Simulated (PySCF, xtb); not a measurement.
BeCl2, SMILES [Cl][Be][Cl].

Harmonic wavenumbers (cm⁻¹) from GFN2-xTB (xtb 6.7.1) at its own minimum, in rising order: 213, 213, 375, 1028.

**Question.** What does B3LYP-D3(BJ)/def2-TZVP (PySCF) give at its own minimum? (An estimate is asked for; the answer gives what the named calculation found.)

**Answer.** 239, 239, 392, 1125. Paired by order, the mean absolute difference is 41 cm⁻¹ and the zero-point energies are 2.6 and 2.9 kcal/mol.
